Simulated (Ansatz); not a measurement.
**triplet Ti: levels of theory in one basis**

A single Ti atom.

Basis set: cc-pVDZ (spherical functions). Left uncorrelated: 5 orbitals. Correlation on ROHF uses semicanonical orbitals with singles. Charge 0, multiplicity 3.

Computed with Ansatz (development build ahead of 0.2.0); each method stands on the lowest determinant of its kind that the runs found.

| method | E − E(ROHF) (eV) | <S²> of the determinant |
| --- | --- | --- |
| ROHF | 0.00 | 2.00 |
| UHF | -0.09 | 2.01 |
| ROHF-MP2 | -5.14 | – |
| UHF-MP2 | -5.12 | 2.01 |
| ROHF-CCSD | -5.85 | – |

What does ROHF-CCSD(T) give on the same scale?

-6.00 eV.

Is a single determinant a sound starting point here?

By this sign, yes. Unrestricted orbitals gain 0.09 eV and <S²> is 2.01 against 2.00 for a pure state.
